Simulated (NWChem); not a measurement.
System meant: CH$_{7}$AlSi; SMILES [CH3][AlH][SiH3]

The following NWChem deck was run.

```
start job
memory heap 200 mb stack 900 mb global 1100 mb
geometry units angstroms noautoz
  Al    -0.496880    -0.623787     0.355762
  H     -1.908682    -0.835406     1.071961
  C      0.544708    -2.200022    -0.159923
  H      0.757055    -2.826131     0.724608
  H      1.503463    -1.963810    -0.645928
  H     -0.037999    -2.836480    -0.849049
  Si     0.257580     1.687041    -0.043017
  H      1.591971     1.770025    -0.722054
  H      0.367619     2.448954     1.245963
  H     -0.723093     2.435284    -0.898851
end
basis spherical
  * library def2-svp
end
dft
  xc xpbe96 cpbe96
  iterations 4
  mulliken
end
task dft energy
```

End of the output:

```
    Atom       Charge   Shell Charges
 -----------   ------   -------------------------------------------------------
    1 Al  13    12.58   2.00  1.94  0.67  0.31  5.80  0.95  0.72  0.18
    2 H    1     1.14   0.63  0.50  0.01
    3 C    6     6.33   1.96  0.59  0.35  1.89  1.50  0.04
    4 H    1     0.95   0.61  0.27  0.07
    5 H    1     0.96   0.62  0.27  0.07
    6 H    1     0.95   0.61  0.27  0.07
    7 Si  14    13.89   2.00  1.94  0.71  0.38  5.82  1.36  1.53  0.15
    8 H    1     1.07   0.63  0.42  0.03
    9 H    1     1.07   0.62  0.42  0.03
   10 H    1     1.07   0.62  0.42  0.03

 center of mass
 --------------
 x =  -0.05072776 y =   0.02924245 z =  -0.00000566

 moments of inertia (a.u.)
 ------------------
         674.125292984633           0.000000000000          -0.000000000000
           0.000000000000         108.966702292742          -0.000000000000
          -0.000000000000          -0.000000000000         751.065574558149

     Multipole analysis of the density
     ---------------------------------

     L   x y z        total         alpha         beta         nuclear
     -   - - -        -----         -----         ----         -------
     0   0 0 0     -0.000000    -20.000000    -20.000000     40.000000

     1   1 0 0      0.155277      0.077638      0.077638     -0.000000
     1   0 1 0     -0.443422     -0.221711     -0.221711      0.000000
     1   0 0 1     -0.000070     -0.000035     -0.000035      0.000000

     2   2 0 0    -29.672752    -47.530877    -47.530877     65.389001
     2   1 1 0     -0.740567      2.052815      2.052815     -4.846196
     2   1 0 1      0.000045      0.000141      0.000141     -0.000238
     2   0 2 0    -29.176151   -210.307280   -210.307280    391.438408
     2   0 1 1      0.000470     -0.000387     -0.000387      0.001245
     2   0 0 2    -24.933055    -20.410967    -20.410967     15.888880

 ------------------------------------------------------------------------
 dft energy failed                                                                                  0
 ------------------------------------------------------------------------
 ------------------------------------------------------------------------
  current input line :
    23: task dft energy
 ------------------------------------------------------------------------
 ------------------------------------------------------------------------
 This type of error is most commonly associated with calculations not reaching convergence criteria
 ------------------------------------------------------------------------
 For more information see the NWChem manual at https://nwchemgit.github.io

0:dft energy failed:Received an Error in Communication
```

### Question
Find the fault in this run and fix the input.

### Answer
Convergence was not reached. Cause: the SCF was allowed too few iterations. This input runs:
```
start job
memory heap 200 mb stack 900 mb global 1100 mb
geometry units angstroms noautoz
  Al    -0.496880    -0.623787     0.355762
  H     -1.908682    -0.835406     1.071961
  C      0.544708    -2.200022    -0.159923
  H      0.757055    -2.826131     0.724608
  H      1.503463    -1.963810    -0.645928
  H     -0.037999    -2.836480    -0.849049
  Si     0.257580     1.687041    -0.043017
  H      1.591971     1.770025    -0.722054
  H      0.367619     2.448954     1.245963
  H     -0.723093     2.435284    -0.898851
end
basis spherical
  Al library def2-svp
  H library def2-svp
  C library def2-svp
  Si library def2-svp
end
dft
  xc xpbe96 cpbe96
  iterations 150
  mulliken
end
task dft energy
```
It converges to -573.65886 Ha (PBE/def2-SVP).
